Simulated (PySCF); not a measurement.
Run record: geometry optimisation, `C=C([CH2][GeH3])OC`.

Method: PBE0/def2-SV(P) geometry optimisation, gas phase (PySCF 2.14.0). Start geometry: GFN2-xTB. The input is one job of a driver script: a line of settings, then coordinates in Å.

Input:
```
{"job": {"xc": "PBE0", "basis": "def2-SV(P)", "grid": 1, "kind": "geom"}, "charge": 0, "multiplicity": 1}
C     -1.085983     0.111369     1.692854
C     -0.255211     0.155992     0.661493
C      1.174918     0.586573     0.731410
Ge     2.065204     0.099738    -0.963934
O     -0.553801    -0.182481    -0.629401
C     -1.862526    -0.591289    -0.934524
H     -0.742362     0.401342     2.668301
H     -2.111451    -0.201598     1.621192
H      1.229728     1.667497     0.879173
H      1.668583     0.127338     1.588209
H      3.527213     0.433702    -0.848210
H      1.980265    -1.361764    -1.248496
H      1.546828     0.858961    -2.136981
H     -1.873128    -0.800148    -2.002603
H     -2.132275    -1.496738    -0.381903
H     -2.583600     0.200451    -0.707992
```

Output:
```
step   0  E = -2309.63218265  max force = 0.019609
step   1  E = -2309.63812949  max force = 0.004016
step   2  E = -2309.63841526  max force = 0.003253
step   3  E = -2309.63853842  max force = 0.002097
step   4  E = -2309.63871088  max force = 0.001506
step   5  E = -2309.63924818  max force = 0.002386
step   6  E = -2309.63993860  max force = 0.006005
step   7  E = -2309.64041222  max force = 0.004157
step   8  E = -2309.64098336  max force = 0.001549
step   9  E = -2309.64100694  max force = 0.000728
step  10  E = -2309.64101448  max force = 0.000330
optimisation converged
```

Energies in Eh; «max force» is the largest Cartesian gradient component in Eh/bohr.

Question: How much energy does the optimisation release, in eV?

Answer: E(step 0) − E(last step) = 0.008832 Eh, which is 0.240 eV.

Question: Give the first gradient maximum in eV/Å.

Answer: With 1 Eh/bohr = 51.422 eV/Å, 1.008 eV/Å.

Summary of the converged run: final energy -2309.64101 Eh after 10 steps; dipole 1.07 D.

Question: How long does this job take on one thread, Arm Neoverse V1 (aarch64), on a shared host? And the peak memory of the process?

Answer: About 76 s, with 0.55 GiB resident at the peak, the Python interpreter and its libraries included.
Labels such as C1 count atoms from 1, the log's own numbers from 0.
